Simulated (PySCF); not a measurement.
**MO₂ across the 4d metals**

Level: PBE0, basis family def2-TZVP, scalar-relativistic core potentials from Rb on and no relativity for lighter atoms.

Each entry is the lowest minimum that a search over a few typed start shapes (and spin states, where more than one is plausible) found, or that minimum re-optimised at the stated level; isomers with ligand–ligand bonds, or fragments after loss of a ligand pair, can lie lower. Open shells are unrestricted; no spin–orbit coupling; PySCF with density fitting.

```csv
molecule,2S+1,point group,mean bond to the central atom (Å),highest ω (cm⁻¹),dipole (D),polar-tensor charge of the central atom,distinct angles (°)
ZrO₂,1,C2v,1.762,962,7.92,1.93,108
NbO₂,2,C2v,1.700,1036,5.26,1.66,105
MoO₂,3,C2v,1.683,1038,4.54,1.53,115
TcO₂,4,C2v,1.674,1021,2.09,1.38,129
RhO₂,?,?,?,?,?,?,?
```

Task: Fill in the row of RhO₂.

Result: 2S+1: 2; point group: C2v; mean bond to the central atom (Å): 1.661; highest ω (cm⁻¹): 989; dipole (D): 0.98; polar-tensor charge of the central atom: 1.32; distinct angles (°): 154.

The bond shortens at every step; the largest change, -0.062 Å, falls between ZrO₂ and NbO₂ among the members listed.

Left out of the table are members whose search was unfinished or whose lowest solution was spin-contaminated, unstable, very soft or bonded differently.

Open d and f shells are single-determinant solutions and may miss the true ground state.
